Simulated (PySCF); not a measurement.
C8H9F3O.
Z-matrix (Å and degrees, PBE0-D3(BJ)/def2-SVP geometry), rows numbered from 1:
```
C 
C   1  1.3311
C   2  1.4920  1  124.04
F   3  1.3856  2  110.02  1     1.70
C   3  1.5406  2  115.06  1   123.53
C   5  1.5110  3  112.66  2   -68.29
F   6  1.3720  5  109.36  3  -178.91
C   5  1.5314  3  104.10  2   166.57
C   8  1.5174  5  105.23  3   -25.92
O   9  1.1968  8  127.60  5   179.66
C   3  1.5284  2  115.29  1  -118.69
F  11  1.3495  3  114.15  2    70.49
H   1  1.0921  2  121.15  3   179.77
H   1  1.0925  2  120.73  3     0.14
H   2  1.0959  1  120.87  3  -179.66
H   5  1.1038  3  107.38  2    50.43
H   6  1.1025  5  110.86  3    61.01
H   6  1.1023  5  110.20  3   -59.17
H   8  1.0986  5  114.41  3  -148.79
H   8  1.1029  5  111.43  3    89.92
H  11  1.1082  3  108.36  2   -51.97
```

Computed, not measured: PBE0-D3(BJ)/def2-SVP geometry optimisation, gas phase (PySCF).

Take the most abundant isotopes and a rigid rotor. The values belong to one conformer with, in the numbering `[CH2:1]=[CH:2][C@@:3]1([F:4])[C@H:5]([CH2:6][F:7])[CH2:8][C:9](=[O:10])[C@@H:11]1[F:12]`, C1–C2–C3–F4 2°, C3–C5–C6–F7 -179°, C2–C3–C5–C6 -68°, C3–C5–C8–C9 -26°, C5–C8–C9–O10 180°, C8–C9–C11–F12 149°.

Q: Give the principal moments of inertia and the rotational constants in MHz.

A: Ia = 455.89, Ib = 571.45, Ic = 912.48 u·Å²; 505379 MHz·u·Å²/I gives A = 1109, B = 884.4, C = 553.9 MHz.

Q: What kind of rotor is it?

A: An asymmetric top; Ray's κ = 0.192.

Q: Is it planar, by Δ = Ic − Ia − Ib?

A: Not planar: Δ = Ic − Ia − Ib = -114.85 u·Å². For a rigid frame Δ = −2 Σ m c², so Σ m c² = 57.43 u·Å² lies off the ab plane: 13.00 from hydrogen and 44.43 from heavier atoms. The atom farthest from that plane is 1.79 Å away.

Q: Give the other two planar moments, Paa and Pbb, and the rms extents of the mass along the axes.

A: Paa = Σ m a² = (Ib + Ic − Ia)/2 = 514.02 and Pbb = Σ m b² = (Ia + Ic − Ib)/2 = 398.46 u·Å². With the mass M = 178.06 u, the rms extents √(P/M) along a, b and c are 1.70, 1.50, 0.57 Å.

Q: Where do the levels up to J = 2 lie, in cm⁻¹?

A: Above 0(0,0):
J = 1: 1(0,1) 0.0480, 1(1,1) 0.0555, 1(1,0) 0.0665
J = 2: 2(0,2) 0.1377, 2(1,2) 0.1404, 2(1,1) 0.1735, 2(2,1) 0.1959, 2(2,0) 0.2021
The levels of one J sum to (2J + 1)J(J + 1)(A + B + C)/3.

Q: Which lines would a microwave search look for?

A: The dipole components are |μa| = 2.32 D, |μb| = 2.10 D, |μc| = 2.03 D. The squared components, which scale the intensities, stand as 1.00 : 0.82 : 0.77 (a : b : c). Some lines, for components of 0.1 D or more:

```tsv
type	branch	J(Ka,Kc)	MHz	lower level (cm⁻¹)
a	Q	4(3,1) ← 4(3,2)	433	0.608
c	Q	2(2,1) ← 2(1,1)	673	0.173
a	Q	3(2,1) ← 3(2,2)	720	0.340
c	Q	4(3,2) ← 4(2,2)	867	0.579
b	Q	3(2,1) ← 3(1,2)	1074	0.328
b	R	1(1,1) ← 0(0,0)	1662	0.000
b	Q	3(1,2) ← 3(0,3)	1923	0.264
c	R	1(1,0) ← 0(0,0)	1993	0.000
c	Q	4(4,1) ← 4(3,1)	2114	0.622
b	Q	4(4,0) ← 4(3,1)	2142	0.622
b	Q	3(2,2) ← 3(1,3)	2257	0.265
b	Q	4(3,2) ← 4(2,3)	2443	0.526
a	R	2(1,2) ← 1(1,1)	2546	0.055
b	Q	4(4,1) ← 4(3,2)	2547	0.608
a	Q	4(1,3) ← 4(1,4)	2872	0.426
b	Q	4(1,3) ← 4(0,4)	2876	0.426
a	R	2(1,1) ← 1(1,0)	3207	0.066
a	R	3(1,3) ← 2(1,2)	3721	0.140
a	R	3(2,2) ← 2(2,1)	4315	0.196
a	R	3(1,2) ← 2(1,1)	4633	0.173
b	R	4(0,4) ← 3(1,3)	4848	0.265
b	R	4(2,3) ← 3(1,2)	5949	0.328
b	R	3(3,1) ← 2(2,0)	6172	0.202
a	R	4(3,1) ← 3(3,0)	6345	0.411
c	R	3(3,1) ← 2(2,1)	6359	0.196
b	R	3(3,0) ← 2(2,1)	6440	0.196
c	R	4(3,1) ← 3(2,1)	7751	0.364
b	R	4(3,1) ← 3(2,2)	8471	0.340
```

No PBE0-D3(BJ)/def2-SVP frequencies stand behind this structure, so it isn't proved a minimum. Zero-point vibration and centrifugal distortion are left out.

Hardware: an Arm Neoverse N1 with one thread, shared host. Cost: 6.4 min. This is the geometry optimisation.
